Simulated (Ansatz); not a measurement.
`[GaH2][AsH2]` + `O[SiH3]` → `[SiH3]O[AsH2]` + `[GaH3]` at 600 K and 1 bar (cleavage of the As–Ga bond).

Calculated with Ansatz (gas phase, PBE0-D4/def2-TZVP geometries, no zero-point term in ΔE). CCSD(T)/CBS adds triple-zeta CCSD(T) − MP2 to the extrapolated MP2 energy (def2 sets, frozen cores). For As, Ga outer-core shells are correlated without core-valence functions, which leaves a few kJ/mol of doubt a bond. Scalar relativity is left out up to krypton.

```csv
species,CCSD(T)/CBS energy (Eh),H − E (kJ/mol),S (J/(mol·K))
`[GaH2][AsH2]`,-4161.33979,116.7,363.0
`O[SiH3]`,-366.69042,135.7,307.9
`[SiH3]O[AsH2]`,-2602.28728,168.1,410.7
`[GaH3]`,-1925.70545,74.9,253.2
```

H − E and S are ideal-gas, rigid-rotor, harmonic terms from PBE0-D4/def2-TZVP. 1 Eh = 2625.50 kJ/mol, R = 8.31446 J/(mol·K).

Question: By hand: ΔE, ΔH, ΔS and ΔG.

Answer: ΔE = (-2602.28728) + (-1925.70545) − (-4161.33979) − (-366.69042) = 0.03748 Eh = 98.4 kJ/mol. Δ(H − E) = 168.1 + 74.9 − 116.7 − 135.7 = -9.4, so ΔH = 89.0 kJ/mol. ΔS = 410.7 + 253.2 − 363.0 − 307.9 = -7.0 J/(mol·K). ΔG = 89.0 − 600 × (-7.0)/1000 = 93.2 kJ/mol.

Question: By hand: the equilibrium constant, and the temperature at which ΔG would vanish if ΔH and ΔS stayed fixed.

Answer: log₁₀ K = −ΔG/(RT ln 10) = -8.1. ΔH and −TΔS have one sign here, so there is no such temperature.

The number of gas molecules stays the same, so ΔS is small and ΔH decides. A doubt of 5 kJ/mol in ΔE shifts log₁₀ K by 0.4 here. Modes under 60 cm⁻¹, often nearly free rotors, make the harmonic entropy too high. These are equilibria of isolated gas molecules and say nothing of rates. Largest T1 diagnostic: 0.013 (customary marks: 0.02 for closed shells, 0.045 for open ones).
